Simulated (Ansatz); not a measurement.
The same path of CH₃OSSi (7 atoms, charge -1, multiplicity 1) was run twice with different band settings. The coordinate that changes most is the dihedral H5–O1–C2–Si3.

Level of theory: RKS PBE0-D4/def2-SVP in Ansatz 0.2.0.

Relaxed end points:

```xyz
7
Properties=species:S:1:pos:R:3
O -1.410 0.338 -0.562
C -0.218 -0.286 -0.709
Si 1.209 0.425 0.376
S -0.091 -1.423 -1.909
H -1.293 0.882 0.235
H 0.209 0.934 1.471
H 1.594 -0.869 1.098
```

```xyz
7
Properties=species:S:1:pos:R:3
O -1.223 0.714 -0.544
C -0.175 -0.130 -0.449
Si 1.255 0.452 0.665
S -0.186 -1.438 -1.497
H -1.761 0.329 -1.263
H 0.420 0.973 1.844
H 1.670 -0.899 1.243
```

Common settings: movable images 9; spring 5.0 eV/Å²; start path IDPP; force threshold 0.05 eV/Å; end points relaxed.

| run | climbing image | optimiser | iteration limit |
| --- | --- | --- | --- |
| 1 | yes | quadratic models (default) | 51 |
| 2 | from the first iteration | lbfgs | 60 |

(1) What does each run give, and how far can it be trusted?

Answers

(1) Run 1: converged after 7 iterations, highest image 0.542 eV above the first end. A vibrational analysis at the climbing image gives one clearly imaginary mode, 625i cm⁻¹: a first-order saddle point.
Run 2: converged after 18 iterations, highest image 0.542 eV above the first end. Another band between the same ends (9 images) ends at a top of the same energy, where a vibrational analysis finds 1 clearly imaginary mode.
Limits of this set-up: an anion without diffuse functions, the dipole of an ion depends on the origin.
